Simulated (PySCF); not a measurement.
Core-level binding energies of 2,4-dimethylpentane

Compound: 2,4-dimethylpentane, C7H16.
Bonds: C1–C2, C2–C3, C2–C4, C4–C5, C5–C6, C5–C7. Hydrogens: H8, H9, H10 on C1; H11 on C2; H12, H13, H14 on C3; H15, H16 on C4; H17 on C5; H18, H19, H20 on C6; H21, H22, H23 on C7.

Theory: delta-SCF UKS SCAN, pcX-2 on the ionised atom, pcseg-1 elsewhere, spin-free X2C in PySCF 2.14.0. These are vertical core ionisation energies against the vacuum level, from separate self-consistent calculations with and without the core hole.

Q: What binding energy does each computed site have?

A: 
```
    atom(s)       environment  level  binding energy (eV)  above the level's lowest (eV)  count
         C4  chain CH2 carbon   C 1s               290.07                           0.00      1
C1/C3/C6/C7     methyl carbon   C 1s               290.29                          +0.22      4
      C2/C5     sp3 CH carbon   C 1s               290.33                          +0.26      2
```

Lowest listed C 1s: C4, bonded to 2 C and 2 H. Highest, 0.26 eV above it: C2/C5, bonded to 3 C and H. Summing the Pauling electronegativity differences to the bonded atoms, each weighted by its formal bond order, gives -0.70 for the lowest site and -0.35 for the highest; no listed site has a larger sum than the highest. The smallest sum, -1.05, belongs to C1/C3/C6/C7, 0.22 eV above the lowest. The values 290.29 and 290.33 eV lie too close for their order to be trusted.

Q: Give the binding energy of C 1s of C1/C3/C6/C7 in hartree and in kJ/mol.

A: 290.29 eV = 10.6680 Eh = 28009 kJ/mol.

Q: Which photon wavelength matches the C 1s of C1/C3/C6/C7 threshold?

A: λ = hc/E = 12398.42 eV Å / 290.29 eV = 42.710 Å.

One atom of each set of topologically equivalent atoms was ionised and stands for the set; in this conformer not all members are related by symmetry, and their own values weren't computed. Geometry: PBE0-D3(BJ)/def2-SVP, one conformer, isolated molecule.

Conformer computed: `[CH3:1][CH:2]([CH3:3])[CH2:4][CH:5]([CH3:6])[CH3:7]`: C1–C2–C4–C5 -57°, C2–C4–C5–C6 178°.
